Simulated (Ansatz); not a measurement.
Species: SbF3 (charge -1, doublet). SMILES of the parent species: [Sb]([F])([F])[F]

Atoms: Sb1, F2, F3, F4. Bonds: Sb1-F2, Sb1-F3, Sb1-F4.

Bond lengths (Å) and angles (degrees) optimised at HF/STO-3G with Ansatz (a program for electronic structure); HF/3-21G with Ansatz; HF/6-31G* with LANL2DZ past Ar with Ansatz; PBE/6-31G* with LANL2DZ past Ar with Ansatz; B3LYP/LANL2DZ with Ansatz; B3LYP/6-31G* with LANL2DZ past Ar with Ansatz, each started from the B3LYP-D3(BJ)/def2-TZVP structure (Ansatz) of the last column. A row stands for all coordinates that are equal there. 6-31G* holds six Cartesian d functions. At HF/3-21G the structure is a saddle point. At HF/6-31G* with LANL2DZ past Ar the structure is a saddle point. At B3LYP/6-31G* with LANL2DZ past Ar the structure is a saddle point. No wavenumbers were computed at HF/STO-3G, PBE/6-31G* with LANL2DZ past Ar, B3LYP/LANL2DZ, so these may be saddle points.

```csv
coordinate,HF/STO-3G,HF/3-21G,HF/6-31G* with LANL2DZ past Ar,PBE/6-31G* with LANL2DZ past Ar,B3LYP/LANL2DZ,B3LYP/6-31G* with LANL2DZ past Ar,B3LYP-D3(BJ)/def2-TZVP
Sb1-F2,1.967,1.915,1.886,1.960,1.993,1.931,1.961
Sb1-F3,2.180,1.977,1.998,2.061,2.098,2.033,2.086
F2-Sb1-F3,85.3,78.4,81.2,82.3,84.4,81.7,85.8
F3-Sb1-F4,170.6,156.8,162.4,164.5,168.8,163.5,171.5
```

Mean signed difference of all 3 bond lengths from B3LYP-D3(BJ)/def2-TZVP: HF/STO-3G 0.065 Å, HF/3-21G -0.088 Å, HF/6-31G* with LANL2DZ past Ar -0.084 Å, PBE/6-31G* with LANL2DZ past Ar -0.017 Å, B3LYP/LANL2DZ 0.019 Å, B3LYP/6-31G* with LANL2DZ past Ar -0.046 Å.
